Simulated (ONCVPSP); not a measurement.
**Pseudopotential generation for nickel (Ni): ONCV, PW91, scalar-relativistic.**

```json
{
 "Element": "nickel",
 "Generator": "ONCVPSP 4.0.1",
 "Type": "optimised norm-conserving Vanderbilt (ONCV)",
 "Functional": "PW91",
 "Relativity": "scalar-relativistic",
 "Frozen core": "[Ne]",
 "Valence charge": "18",
 "Reference configuration": "3s2 3p6 3d8 4s1.75 4p0.25",
 "Partial waves": "3s+4s: rc 1.40 bohr, ncon 4, nbas 8, qcut 7.7 1/bohr, 2 projectors; 3p+4p: rc 1.40 bohr, ncon 3, nbas 7, qcut 10.7 1/bohr, 2 projectors; 3d: rc 1.55 bohr, ncon 4, nbas 9, qcut 8.3 1/bohr, 2 projectors, debl 1.6 Ha",
 "Local potential": "polynomial inside 0.90 bohr (lpopt 2, dvloc0 -1 Ha)",
 "Core correction": "none"
}
```

* Cutoffs needed: 37 Ha and 116 Ha (the cutoffs (Ha) at which the residual kinetic energy of the hardest occupied pseudo-wave falls to 1 and 0.1 mHa per electron)
* Ghost test: no bound ghost flagged; no localised positive-energy state flagged
* Configuration tests: 1 of 4 tests not solved or not reliable
